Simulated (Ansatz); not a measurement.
`O[CH2][Zn][F]` + H₂ → `O[CH2][ZnH]` + H–F at 700 K and 1 bar (hydrogenolysis of a Zn–F bond).

Computed with Ansatz on PBE0-D4/def2-TZVP structures; ΔE is electronic, products minus reactants. CCSD(T)/CBS is the MP2 limit (def2-TZVPP, def2-QZVPP) plus CCSD(T) − MP2 in def2-TZVPP, frozen cores. This one scheme is used for every species. For Zn outer-core shells are correlated without core-valence functions, which leaves a few kJ/mol of doubt a bond. Scalar relativity is left out up to krypton. Each species was taken in one conformer, which may not be the lowest.

```csv
species,CCSD(T)/CBS energy (Eh),H − E (kJ/mol),S (J/(mol·K))
`O[CH2][Zn][F]`,-1993.21324,170.8,401.7
H₂,-1.17544,46.8,155.3
`O[CH2][ZnH]`,-1893.96502,175.9,372.4
H–F,-100.39570,45.2,198.5
```

H − E and S are ideal-gas, rigid-rotor, harmonic terms from PBE0-D4/def2-TZVP, for one conformer and one mirror image of each species. The MP2-based limit puts H₂ 0.8 mEh under its directly extrapolated value; such offsets cancel only in part. 1 Eh = 2625.50 kJ/mol, R = 8.31446 J/(mol·K).

Problem. By hand: ΔE, ΔH, ΔS and ΔG.

Solution. ΔE = (-1893.96502) + (-100.39570) − (-1993.21324) − (-1.17544) = 0.02796 Eh = 73.4 kJ/mol. Δ(H − E) = 175.9 + 45.2 − 170.8 − 46.8 = 3.5, so ΔH = 76.9 kJ/mol. ΔS = 372.4 + 198.5 − 401.7 − 155.3 = 13.9 J/(mol·K). ΔG = 76.9 − 700 × (13.9)/1000 = 67.2 kJ/mol.

Problem. By hand: the equilibrium constant, and the temperature at which ΔG would vanish if ΔH and ΔS stayed fixed.

Solution. log₁₀ K = −ΔG/(RT ln 10) = -5.0. ΔG = 0 at ΔH/ΔS = 5532 K, far beyond where these terms or the molecules hold.

The number of gas molecules stays the same, so ΔS is small and ΔH decides. A doubt of 5 kJ/mol in ΔE shifts log₁₀ K by 0.4 here. Other conformers and mirror images would add mixing entropy, several J/(mol·K) or more a flexible species. These are equilibria of isolated gas molecules and say nothing of rates. Largest T1 diagnostic: 0.016 (customary marks: 0.02 for closed shells, 0.045 for open ones).
